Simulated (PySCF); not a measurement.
## Trend along group 13: MIn molecules

HF with double-zeta basis sets in PySCF, for the lowest determinant that a PBE0 search found; no spin–orbit coupling. De refers to high-spin ground-configuration atoms. A positive dipole means M(−)In(+).

```csv
M,basis,reference,state (unpaired electrons),Re (Å),ωe (cm⁻¹),De (eV),μ (D)
Al,def2-SVP,UHF,"triplet (σ ↑, π ↑)",2.926,201,0.66,0.52
Ga,cc-pVDZ-PP,UHF,"triplet (σ ↑, π ↑)",2.932,140,0.63,0.33
In,def2-SVP,UHF,"triplet (σ ↑, π ↑)",3.102,116,0.59,n/a
Tl,def2-SVP,UHF,"triplet (σ ↑, π ↑)",3.143,98.8,0.55,-0.70
```

The shortest bond is that of AlIn (2.926 Å), the longest that of TlIn (3.143 Å).

The rows differ in basis set, which adds steps of its own.

Down a group the atoms grow and get heavier, so bonds lengthen and wavenumbers fall; this series shows no clear exception.

These are scalar-relativistic numbers at best; spin–orbit coupling would shift them, the dissociation energy most. Hartree–Fock leaves out correlation, which carries a large part of most bond energies and some tenths to 1 eV of ionisation energies. States were picked by a PBE0 search and need not be the measured ground states.
